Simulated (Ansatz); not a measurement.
A structure relaxed at PBE-D4/def2-SVPD in Ansatz, charge -1, doublet:

| atom | x (Å) | y (Å) | z (Å) |
| --- | --- | --- | --- |
| Al1 | 0.0411 | 0.0933 | 1.3018 |
| Al2 | -1.5707 | 1.3159 | -0.3235 |
| Al3 | 0.5773 | 0.1271 | -1.1643 |
| Al4 | -1.2618 | -1.7015 | -0.2977 |
| F5 | 0.5138 | 0.0449 | 2.9702 |
| F6 | 1.7003 | 0.1203 | -2.4866 |

(1) Give its formula and point group.

(2) Summarise the bond lengths by kind (pairs closer than 1.2 times the sum of covalent radii, bridged metal pairs left out).

## Answers

(1) the cluster Al₄F₂⁻. Point group Cs (tolerance 0.1 Å).

(2) 5 × Al–Al 2.52 to 2.73 Å; 2 × Al–F 1.73 Å.

The structure comes from a short search, and lower isomers may exist.
